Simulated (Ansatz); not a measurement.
Z-matrix (Å, degrees):
```
In
H 1 1.7329
H 1 1.7329 2 120.03
H 1 1.7330 2 120.00 3 -179.95
```
Charge 0, spin multiplicity 1.

Level of theory: frozen-core CCSD(T)/def2-TZVPP // PBE0-D4/def2-SVP (Ansatz, an electronic-structure program).

- HF energy: -190.91401 Ha
- MP2 correlation energy: -0.30393 Ha

Question: Estimate the CCSD correlation energy, the (T) correction, the total energy and the T1 diagnostic.

Answer: 
| Item | Result |
|---|---|
| CCSD correlation energy | -0.31735 Ha |
| (T) correction | -0.00737 Ha |
| CCSD(T) total energy | -191.23872 Ha |
| T1 diagnostic | 0.014 |
